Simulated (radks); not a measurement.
Values are calculated unless marked as measured or tabulated.
Re35+, configuration [Kr] 4d4. Code: a radial shooting solver on a logarithmic mesh with Libxc functionals. Model: scalar-relativistic Kohn-Sham, LDA (Slater exchange, VWN5 correlation), spin-polarised, spherical densities, finite nucleus; open shells are filled with parallel spins first (spin-orbit coupling, left out, can overturn this in heavy ions); Fermi nuclear charge, rms radius 5.3698 fm.

Normalised radial functions P(r) = r R(r), r in bohr:

| r | 3d up | 3d down | 4s up |
|---|---|---|---|
| 0.0007532 | 0.0000 | 0.0000 | 0.1438 |
| 0.0008493 | 0.0000 | 0.0000 | 0.1577 |
| 0.0009576 | 0.0000 | 0.0000 | 0.1728 |
| 0.00108 | 0.0000 | 0.0000 | 0.1891 |
| 0.001217 | 0.0001 | 0.0001 | 0.2066 |
| 0.001384 | 0.0001 | 0.0001 | 0.2267 |
| 0.00156 | 0.0001 | 0.0001 | 0.2468 |
| 0.001759 | 0.0002 | 0.0002 | 0.2681 |
| 0.001983 | 0.0003 | 0.0003 | 0.2906 |
| 0.002236 | 0.0003 | 0.0003 | 0.3141 |
| 0.002521 | 0.0005 | 0.0005 | 0.3385 |
| 0.002842 | 0.0007 | 0.0007 | 0.3634 |
| 0.003205 | 0.0009 | 0.0009 | 0.3885 |
| 0.003613 | 0.0013 | 0.0013 | 0.4135 |
| 0.004074 | 0.0018 | 0.0018 | 0.4375 |
| 0.00463 | 0.0025 | 0.0025 | 0.4615 |
| 0.005221 | 0.0034 | 0.0034 | 0.4813 |
| 0.005886 | 0.0047 | 0.0047 | 0.4974 |
| 0.006637 | 0.0065 | 0.0065 | 0.5084 |
| 0.007483 | 0.0090 | 0.0090 | 0.5130 |
| 0.008437 | 0.0123 | 0.0123 | 0.5092 |
| 0.009513 | 0.0169 | 0.0169 | 0.4953 |
| 0.01073 | 0.0232 | 0.0232 | 0.4692 |
| 0.01209 | 0.0317 | 0.0317 | 0.4289 |
| 0.01363 | 0.0431 | 0.0431 | 0.3727 |
| 0.01537 | 0.0585 | 0.0585 | 0.2990 |
| 0.01747 | 0.0805 | 0.0805 | 0.2003 |
| 0.0197 | 0.1081 | 0.1081 | 0.0891 |
| 0.02221 | 0.1442 | 0.1442 | -0.0387 |
| 0.02504 | 0.1912 | 0.1911 | -0.1794 |
| 0.02824 | 0.2515 | 0.2515 | -0.3273 |
| 0.03184 | 0.3280 | 0.3280 | -0.4742 |
| 0.0359 | 0.4238 | 0.4238 | -0.6090 |
| 0.04047 | 0.5417 | 0.5416 | -0.7184 |
| 0.04563 | 0.6840 | 0.6839 | -0.7870 |
| 0.05145 | 0.8521 | 0.8520 | -0.7993 |
| 0.05848 | 1.0594 | 1.0593 | -0.7350 |
| 0.06593 | 1.2769 | 1.2767 | -0.5925 |
| 0.07434 | 1.5104 | 1.5102 | -0.3695 |
| 0.08382 | 1.7498 | 1.7496 | -0.0767 |
| 0.0945 | 1.9808 | 1.9806 | 0.2616 |
| 0.1066 | 2.1857 | 2.1856 | 0.6070 |
| 0.1201 | 2.3444 | 2.3444 | 0.9091 |
| 0.1355 | 2.4371 | 2.4374 | 1.1120 |
| 0.1527 | 2.4473 | 2.4480 | 1.1638 |
| 0.1722 | 2.3655 | 2.3665 | 1.0290 |
| 0.1942 | 2.1918 | 2.1930 | 0.7000 |
| 0.2207 | 1.9188 | 1.9197 | 0.1681 |
| 0.2488 | 1.6049 | 1.6051 | -0.4293 |
| 0.2805 | 1.2665 | 1.2658 | -1.0256 |
| 0.3163 | 0.9368 | 0.9353 | -1.5187 |
| 0.3566 | 0.6446 | 0.6427 | -1.8243 |
| 0.4021 | 0.4091 | 0.4073 | -1.8995 |
| 0.4533 | 0.2371 | 0.2357 | -1.7549 |
| 0.5111 | 0.1241 | 0.1232 | -1.4499 |
| 0.5763 | 0.0579 | 0.0575 | -1.0713 |
| 0.6498 | 0.0238 | 0.0236 | -0.7045 |
| 0.7385 | 0.0078 | 0.0078 | -0.3926 |
| 0.8327 | 0.0023 | 0.0023 | -0.1972 |
| 0.9388 | 0.0006 | 0.0006 | -0.0852 |
| 1.059 | 0.0001 | 0.0001 | -0.0312 |
| 1.193 | 0.0000 | 0.0000 | -0.0095 |
| 1.346 | 0.0000 | 0.0000 | -0.0024 |

3d up: eigenvalue -3310.0 eV, 0 radial nodes, <r> = 0.177 bohr, 90 % of the charge inside 0.274 bohr. 3d down: eigenvalue -3306.1 eV, 0 radial nodes, <r> = 0.177 bohr, 90 % of the charge inside 0.274 bohr. 4s up: eigenvalue -1869.5 eV, 3 radial nodes at r = 0.0215, 0.0862, 0.229 bohr, <r> = 0.404 bohr, 90 % of the charge inside 0.572 bohr.
